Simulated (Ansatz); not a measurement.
Stepwise reaction of `[NH2][Sc]([NH2])[Cl]` with water, as a gas-phase model of exchange steps in deposition or etching. ΔE in kJ/mol; ΔG adds harmonic PBE0-D4 terms to CCSD(T)/CBS, at 1 bar.

Computed with Ansatz on PBE0-D4/def2-TZVP structures; ΔE is electronic, products minus reactants. CCSD(T)/CBS adds triple-zeta CCSD(T) − MP2 to the extrapolated MP2 energy (def2 sets, frozen cores). This one scheme is used for every species. Functionals use def2-TZVPP. B3LYP here is the variant with VWN-RPA as its local correlation; programs differ in this. For Sc outer-core shells are correlated without core-valence functions, which leaves a few kJ/mol of doubt a bond. Scalar relativity is left out up to krypton. One conformer a species, not always the lowest.

```
step                                                  reaction  PBE-D4  B3LYP-D4  ωB97M-V  CCSD(T)/CBS  ΔG(600 K)
   2  `[NH2][Sc]([OH])[Cl]` + H₂O → `[OH][Sc]([OH])[Cl]` + NH₃   -65.0     -68.4    -69.2        -67.6      -64.3
```

Task: Give the row of step 1, `[NH2][Sc]([NH2])[Cl]` + H₂O → `[NH2][Sc]([OH])[Cl]` + NH₃. (Estimate.)

Result: Ansatz gave: 
| step | reaction | PBE-D4 | B3LYP-D4 | ωB97M-V | CCSD(T)/CBS | ΔG(600 K) |
| --- | --- | --- | --- | --- | --- | --- |
| 1 | `[NH2][Sc]([NH2])[Cl]` + H₂O → `[NH2][Sc]([OH])[Cl]` + NH₃ | -72.6 | -75.5 | -76.3 | -74.0 | -72.7 |

Task: By hand: ΔE of the 2 steps together at CCSD(T)/CBS.

Result: (-74.0) + (-67.6) = -141.6 kJ/mol, or -70.8 kJ/mol a step.

In ΔE each step is higher than the one before. All are downhill at CCSD(T)/CBS. ΔG lies between -72.7 and -64.3 kJ/mol a step. PBE-D4 differs from CCSD(T)/CBS by 1.4 to 2.6 kJ/mol a step. Isolated molecules leave out the surface, adducts and barriers. Largest T1 diagnostic: 0.015.
